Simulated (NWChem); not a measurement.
System: SiH$_{2}$OClF; SMILES O[SiH](Cl)F

NWChem input:

```
start job
memory heap 200 mb stack 900 mb global 1100 mb
geometry units angstroms noautoz
  Si    -0.003544     0.457955     0.372475
  O     -1.288771     1.252525    -0.253010
  F      1.373614     1.030697    -0.242978
  Cl    -0.053860    -1.533213    -0.119012
  H     -0.006725     0.651713     1.829596
  H     -1.499636     1.141358    -1.185324
end
basis spherical
  Si library 6-31g*
  O library 6-31g*
  F library 6-31g*
  Cl library 6-31g*
  H library 6-31g*
end
dft
  xc b3lyp
  iterations 150
  mulliken
end
task dft energy
```

The geometry was optimised at PBE0/def2-SVP.

Predict the main results of this run. (B3LYP/6-31G* (spherical d).) Quantities: energy (Ha); highest occupied level (eV); orbital gap (eV); dipole (D).


```json
{
  "energy (Ha)": "-926.10",
  "highest occupied level (eV)": "-9.09",
  "orbital gap (eV)": "9.75",
  "dipole (D)": "1.21"
}
```
